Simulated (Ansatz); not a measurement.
CH3AuF3PS, 10 atoms. Charge 0, multiplicity 1. Correlated methods include outer-core shells of Au, which these sets cover unevenly. Au: def2 effective core potential. The bonds changed during the relaxation, so this is another structure than the one it started from. All runs use 2 threads of an AMD EPYC 7R13 on a shared host and a share of an NVIDIA H100 80 GB. Correlated methods freeze the cores. Open-shell runs search over several starts.

(1) How many basis functions does each run have, and how long does it take in Ansatz? RHF-MP2/def2-QZVPP energy; UHF-CCSD(T)/def2-TZVPP energy of the cation; RKS ωB97M-V/def2-QZVPP energy; direct RPA on PBE orbitals/def2-TZVPP energy; UKS PBE-D4/def2-TZVPP energy of the cation; RKS SPW92 (LDA)/def2-TZVPP energy; RKS PBE0-D4/def2-TZVP relaxation (19 steps); RKS PBE0-D4/def2-QZVPP energy; RHF-CCSD(T)/def2-TZVPP energy; RKS PBE0-D4/def2-TZVP frequencies; RKS r2SCAN0-D4/def2-TZVPP energy; UHF-MP2/def2-QZVPP energy of the cation. (An estimate is asked.)

Results:

(1) Computed: Other jobs shared the machine, so times are rough.

```
                                level                    job  functions  wall time  peak host memory (GiB)
           RKS SPW92 (LDA)/def2-TZVPP                 energy        306        7 s                    0.82
direct RPA on PBE orbitals/def2-TZVPP                 energy        306        7 s                     1.4
               RKS PBE0-D4/def2-QZVPP                 energy        546       11 s                     1.1
                UKS PBE-D4/def2-TZVPP   energy of the cation        306       11 s                    0.89
                   UHF-MP2/def2-QZVPP   energy of the cation        546       15 s                     1.2
               RKS ωB97M-V/def2-QZVPP                 energy        546       16 s                     1.2
                   RHF-MP2/def2-QZVPP                 energy        546       18 s                     1.1
            RKS r2SCAN0-D4/def2-TZVPP                 energy        306       21 s                    0.88
               RHF-CCSD(T)/def2-TZVPP                 energy        306       29 s                     1.2
                RKS PBE0-D4/def2-TZVP  relaxation (19 steps)        256       49 s                    0.94
                RKS PBE0-D4/def2-TZVP            frequencies        256       81 s                    0.92
               UHF-CCSD(T)/def2-TZVPP   energy of the cation        306      110 s                     1.4
```
